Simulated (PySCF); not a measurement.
**Bonding in `CN(C=O)[SiH2]N([SiH3])[SiH3]`**

C2H12N2OSi3.
Atom-mapped SMILES: `[CH3:1][N:2]([CH:3]=[O:4])[SiH2:5][N:6]([SiH3:7])[SiH3:8]` (hydrogens: H9, H10, H11 on C1; H12 on C3; H13, H14 on Si5; H15, H16, H17 on Si7; H18, H19, H20 on Si8)

Geometry (GFN2-xTB, Å), atoms numbered from 1 in this order:
```xyz
20
C2H12N2OSi3 angstrom
C     -1.6282    0.3156   -1.1973
N     -1.5222   -0.4550    0.0130
C     -2.5497   -1.1108    0.5429
O     -2.4159   -1.7270    1.5809
Si    -0.1132   -0.6893    1.0551
N      1.1752    0.1744    0.2557
Si     1.4450    1.8384    0.6985
Si     2.2095   -0.7083   -0.8351
H     -0.6250    0.5006   -1.5744
H     -2.1140    1.2763   -1.0063
H     -2.2060   -0.2262   -1.9486
H     -3.5042   -1.0659   -0.0067
H     -0.3752   -0.0531    2.3375
H      0.2244   -2.1043    1.0694
H      0.1627    2.5482    0.6877
H      2.3412    2.4105   -0.3037
H      2.0471    1.8945    2.0330
H      1.3779   -1.5619   -1.6890
H      3.1505   -1.5214   -0.0611
H      2.9148    0.2754   -1.6546
```

Bond orders from the PBE0/pcSseg-1 density (PySCF). Isolated species at its GFN2-xTB geometry (one conformer only).

Problem. Where do the orders between heavy atoms depart from those drawn in the SMILES?

Solution. The largest departure is 0.226, at N2–Si5 (drawn single, 0.774). Drawn single, order above 1.12: N2–C3 (1.214). Drawn single, order below 0.88: N2–Si5 (0.774), Si5–N6 (0.872) and N6–Si8 (0.878).

Problem. Set the Mayer orders of the bonds beside their lengths.

Solution. 
| bond | drawn as | length (Å) | Mayer order |
| --- | --- | --- | --- |
| C1–N2 | single | 1.439 | 0.919 |
| N2–C3 | single | 1.329 | 1.214 |
| C3–O4 | double | 1.214 | 1.781 |
| N2–Si5 | single | 1.768 | 0.774 |
| Si5–N6 | single | 1.745 | 0.872 |
| N6–Si7 | single | 1.743 | 0.884 |
| N6–Si8 | single | 1.743 | 0.878 |
| C1–H9 | single | 1.088 | 0.952 |
| C1–H10 | single | 1.093 | 0.964 |
| C1–H11 | single | 1.092 | 0.962 |
| C3–H12 | single | 1.102 | 0.943 |
| Si5–H13 | single | 1.455 | 0.934 |
| Si5–H14 | single | 1.455 | 0.935 |
| Si7–H15 | single | 1.466 | 0.927 |
| Si7–H16 | single | 1.461 | 0.945 |
| Si7–H17 | single | 1.465 | 0.940 |
| Si8–H18 | single | 1.466 | 0.931 |
| Si8–H19 | single | 1.465 | 0.940 |
| Si8–H20 | single | 1.462 | 0.947 |

Bonds between the same two heavy elements. C–N: lowest C1–N2 (0.919, 1.439 Å), highest N2–C3 (1.214, 1.329 Å). N–Si: lowest N2–Si5 (0.774, 1.768 Å), highest N6–Si7 (0.884, 1.743 Å).

Problem. Sum the orders of all bonds at each heavy atom with more than one neighbour and set the sums beside the valence in the SMILES.

Solution. C1 3.797 (drawn 4), N2 2.907 (drawn 3), C3 3.938 (drawn 4), Si5 3.515 (drawn 4), N6 2.634 (drawn 3), Si7 3.696 (drawn 4), Si8 3.696 (drawn 4). Orders between atoms that aren't bonded are not in these sums.

For a closed shell the Mayer order of atoms A and B is Σ (PS)μν (PS)νμ over the basis functions μ on A and ν on B, with P the density and S the overlap matrix.
